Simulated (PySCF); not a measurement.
A run for PySCF: R-B3LYP/3-21G on ethylmethylamine (SMILES CCNC), a point of a torsion scan.

```python
from pyscf import gto, scf, dft, mp
from pyscf.data.elements import chemcore

mol = gto.M(
    atom='''
    C     1.77652051    0.57399540   -0.06572512
    C     0.54370961   -0.23964221    0.31514289
    N    -0.59465102    0.17849893   -0.48466343
    C    -1.87961048    0.03036956    0.15981576
    H     2.61786502    0.30507809    0.56796645
    H     1.56537237    1.63267348    0.05122125
    H     2.04766274    0.39083533   -1.10286966
    H     0.75902321   -1.31696512    0.22378335
    H     0.30390023   -0.04099366    1.36384658
    H    -0.58792051   -0.29023195   -1.38380191
    H    -2.11768359   -1.00463864    0.45453206
    H    -1.89491945    0.65231559    1.05515620
    H    -2.65532934    0.38261374   -0.51849632
    ''',
    basis='3-21g',
    charge=0, spin=0, verbose=3, max_memory=1800)
mf = dft.RKS(mol, xc='b3lyp')
mf.conv_tol = 1e-8
mf.max_cycle = 100
mf.kernel()
if not mf.converged:
    mf = mf.newton().run(mf.mo_coeff, mf.mo_occ)
```

It printed:

```
converged SCF energy = -173.522588054656
```

The run converged.

Cost: about 2.1 core-seconds (a rough figure).
